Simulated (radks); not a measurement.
The numbers below are computed, except where a source is named.
Effect of the nuclear size on the tungsten ion W2+, [Xe] 4f14 5d4. Code: a radial shooting solver on a logarithmic mesh with Libxc functionals. Model: Dirac Kohn-Sham, relativistic LDA (MacDonald-Vosko exchange, VWN5 correlation), spin-unpolarised, spherical densities, finite nucleus; open shells are shared between the two j in proportion to 2j + 1; Fermi nuclear charge, rms radius 5.3658 fm. The rms radius is varied about that value; shifts are against it.

rms radius (fm),total energy shift (eV),density at nucleus (e/bohr^3),1s1/2 shift (meV),2s1/2 shift (meV),5s1/2 shift (meV),5d5/2 shift (meV),6s1/2 (empty) shift (meV)
4.797,-11.7,1.459e+06,-4710,-664,-6.43,0.071,-0.889
5.0921,-5.73,1.429e+06,-2310,-326,-3.16,0.035,-0.436
5.3658,0,1.404e+06,0.000,0.000,0.000,0.000,0.000
5.5804,4.63,1.385e+06,1870,263,2.55,-0.028,0.352
6.1438,17.3,1.339e+06,6990,985,9.55,-0.105,1.32

Slopes of the eigenvalues against <r^2> in GHz/fm^2, as finite differences over the two radii next to the reference (eigenvalue slopes, not the field-shift constants of lines): 1s1/2 194000, 2s1/2 27300, 5s1/2 265, 5d5/2 -2.91, 6s1/2 (empty) 36.6.
